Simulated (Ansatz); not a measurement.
Harmonic frequencies (cm⁻¹) at PBE0-D4/def2-TZVP from Ansatz: 59, 76, 87, 135, 155, 163, 515, 531, 553, 562, 609, 720, 768, 780, 793, 836, 1222, 1229, 1448, 1449, 1452, 1457, 1897, 3064, 3068, 3158, 3162, 3164, 3168, 3906.

Each molecule was computed in one conformer, which needn't be the lowest.

(1) Which molecule is it?
A. `CC[O][SnH3]`
B. `[CH3][SnH]([CH3])[OH]`
C. `C[O][Sn]([F])([F])[GeH3]`
D. `C#[C][Sn]([C]#C)([C]#C)[C]#C`

## Answers

(1) B.
